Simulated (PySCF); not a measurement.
C4H6BF, SMILES CCB(C#C)F.

Coordinates come from a PBE-D3(BJ)/def2-SVP optimisation. The structure was generated by enumeration, and PubChem lists no compound with its InChIKey, so it may never have been made. The values are those of a single conformer.

These are CAM-B3LYP/def2-TZVP run with PySCF values and carry that method's errors.

Symmetry labels are those of the subgroup Cs that the program uses (full group Cs).

Task: List the valence orbital energies around the gap with their symmetry. (Estimate from the structure and the level; the computed values follow.)

Result: 
```
orbital  symmetry  energy (eV)
-------  --------  -----------
HOMO−7         A'       -14.43
HOMO−6         A"       -13.70
HOMO−5         A'       -12.84
HOMO−4         A'       -11.92
HOMO−3         A"       -11.22
HOMO−2         A'       -10.56
HOMO−1         A"       -10.00
HOMO           A'        -9.70
LUMO           A"        -0.45
LUMO+1         A'         1.48
LUMO+2         A'         1.71
LUMO+3         A'         2.63
```
